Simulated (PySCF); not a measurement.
# Electronic structure of Se³⁺ (selenium, charge +3) at the UHF level

Configuration: [Ar] 3d10 4s2 4p1, 2P determinant. All numbers are calculated (PySCF 2.14, no relativity, point nucleus, in dyall-av2z).

- Total energy: -2397.630144 hartree
- One-electron energy: -3299.3697 hartree
- Hartree (Coulomb) energy: 986.3444 hartree
- Exchange energy: -84.6048 hartree
- Kinetic energy: 2397.68865 hartree
- ⟨S²⟩: 0.7579
- ⟨L²⟩: 2.024
- Sum of ⟨r⟩: 17.73 bohr
- Sum of ⟨r²⟩: 18.96 bohr²
- Traceless quadrupole moment −½Σ⟨3z² − r²⟩ along its main axis: -1.70 e·bohr²
- Density at the nucleus (Gaussians lack the cusp): 26800 bohr⁻³
- Spin density at the nucleus: 0.0197 bohr⁻³
- Langevin diamagnetic susceptibility: -15.0 ×10⁻⁶ cm³/mol

| shell | electrons | mean orbital energy (eV) | spread (eV) | rms radius, mean of both spins (bohr) |
| --- | --- | --- | --- | --- |
| 1s α | 1 | -12578.0 | 0 | 0.0521 |
| 1s β | 1 | -12577.8 | 0 | 0.0521 |
| 2s α | 1 | -1687.5 | 0 | 0.216 |
| 2s β | 1 | -1687.5 | 0 | 0.216 |
| 2p α | 3 | -1513.4 | 0.104 | 0.191 |
| 2p β | 3 | -1513.3 | 0.271 | 0.191 |
| 3s α | 1 | -279.48 | 0 | 0.623 |
| 3s β | 1 | -279.21 | 0 | 0.623 |
| 3p α | 3 | -217.57 | 0.114 | 0.640 |
| 3p β | 3 | -217.21 | 0.823 | 0.640 |
| 3d α | 5 | -108.39 | 0.433 | 0.688 |
| 3d β | 5 | -108.20 | 0.789 | 0.688 |
| 4s α | 1 | -54.692 | 0 | 1.80 |
| 4s β | 1 | -51.546 | 0 | 1.80 |
| 4p α | 1 | -42.099 | 0 | 2.05 |

Spin-orbit constants ζ (cm⁻¹) from the X2C one-electron operator on these orbitals (non-relativistic here): bare nucleus, nucleus screened by l(l+1)(2l+1)/3 electrons, and screened by the Breit-Pauli mean field of the electrons.

```json
{"shell": "2p", "bare": "216000", "screened nucleus": "203300", "mean field": "197300"}
{"shell": "3p", "bare": "30150", "screened nucleus": "28380", "mean field": "27340"}
{"shell": "3d", "bare": "3916", "screened nucleus": "2764", "mean field": "2579"}
{"shell": "4p", "bare": "2678", "screened nucleus": "2521", "mean field": "2413"}
```

To first order the Landé constant is A = 2413 cm⁻¹, so the lowest level has J = 1/2 and lies 0.299 eV below the centre of the term.
